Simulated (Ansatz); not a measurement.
Q: Name a neutral molecule of C, F, O, Si and H with HOMO energy (PBE/def2-TZVPP) between -7.55 and -7.25 eV and LUMO energy (PBE0/def2-TZVPP) between -1.20 and -0.90 eV (Ansatz, PBE0-D4/def2-TZVP geometry).

A: `CO[Si@H](F)C#C[Si@@H](F)OC` (-7.25 eV, -1.19 eV). Other molecules can fit too; these were computed, each in one conformer that needn't be the lowest.
